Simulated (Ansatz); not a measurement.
# Redistribution: CH3Br + CHBr2I → CH3I + CHBr3

Gas-phase species: CH3Br (bromomethane) `CBr`, singlet; CHBr2I (dibromoiodomethane) `BrC(Br)I`, singlet; CH3I (methyl iodide) `CI`, singlet; CHBr3 (bromoform) `BrC(Br)Br`, singlet. The partners trade Br for I; both sit on C, so the bond types are kept.

Shapes, held fixed at every level: PBE0-D4/def2-TZVP. Programs: Ansatz 0.2.0. The zero-point and thermal change to 298 K, harmonic and unscaled (PBE0-D4/def2-TZVP), is -0.6 kJ/mol.

| level | kind | ΔH(298 K) (kJ/mol) | less CCSD(T)/def2-TZVPP |
| --- | --- | --- | --- |
| SPW92/def2-TZVPP | LDA | -4.9 | -2.2 |
| PBE-D4/def2-TZVPP | GGA | -3.0 | -0.3 |
| r2SCAN-D4/def2-TZVPP | meta-GGA | -3.9 | -1.2 |
| BHLYP-D4/def2-TZVPP | global hybrid | -0.9 | +1.8 |
| wB97X-V/def2-TZVPP | range-separated hybrid | -3.1 | -0.4 |
| MP2/def2-TZVPP | perturbation theory | -1.1 | +1.6 |
| CCSD(T)/def2-SVP | coupled cluster or CI | -3.4 | -0.7 |
| CCSD(T)/def2-TZVPP | coupled cluster or CI | -2.7 | 0.0 |

The highest level, CCSD(T)/def2-TZVPP, gives ΔH(298 K) = -2.7 kJ/mol; the levels span -4.9 to -0.9. That is about zero within the method's error. The column of differences is taken from that level and isn't an error. No measured value is set beside it here. For atoms past krypton def2 sets carry core potentials with scalar relativity. Relativity is left out for Br. Outer-core shells of Br, I are correlated, in sets that cover them unevenly.
